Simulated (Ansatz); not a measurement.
# Match the barriers

Saddle point of GePH$_{6}$Br, closed shell (GePH₆Br ([GeH3][PH3][Br]) → GePH₅ ([PH2][GeH3]) + HBr; bonds formed: Br2–H6; bonds broken: Br2–P7, H6–P7), PBE0-D4/def2-TZVP structure:

Ge1  (-1.200, -0.307, -0.303)
Br2  (0.768, 2.413, -0.806)
H3  (-1.742, -1.697, 0.094)
H4  (-1.926, 0.801, 0.444)
H5  (-1.125, -0.159, -1.816)
H6  (1.702, 0.598, -0.469)
P7  (1.007, -0.324, 0.429)
H8  (1.074, 0.313, 1.674)
H9  (1.441, -1.639, 0.754)
(Å)

Ansatz 0.2.0; basis: def2-TZVPP, with def2-QZVPP for the basis limit; cores frozen in the correlated methods. Filled d shells of the heavier atoms are correlated. The def2 sets are not built for correlating such inner shells, so the correlated values are less sure here. Extrapolation: Hartree–Fock as exp(−7.88 √X), correlation as X^−2.97. Four methods, as single points on the PBE0-D4 structures, gave these electronic barriers from the start structure: 4.97, 6.53, 7.93, 10.07 kcal/mol.

**Question.** The methods were, in alphabetical order, BLYP-D4, CCSD(T), HF, r2SCAN-D4. Which gave which? (Judge from chemistry; the calculation decides.)

**Answer.** By the calculation: BLYP-D4 4.97; r2SCAN-D4 6.53; CCSD(T) 7.93; HF 10.07 kcal/mol. For comparison, CCSD(T) at an estimated basis limit (MP2 extrapolated from triple and quadruple zeta, plus CCSD(T) − MP2 in triple zeta) gives 8.33 kcal/mol.

T1 diagnostic: at most 0.013.

Labels in which every atom is bracketed show which atoms are joined, not bond orders.

For scale, one of the runs: CCSD(T)/def2-TZVPP, 222 basis functions, launched by `ansatz run in.yaml --threads 8 --pin off --events-out ev --progress --plain --max-ram 19148MiB`. Hardware: 8 CPU threads of an Intel Xeon 6975P-C, shared host. Wall time 25 s; peak host memory 3.7 GiB.
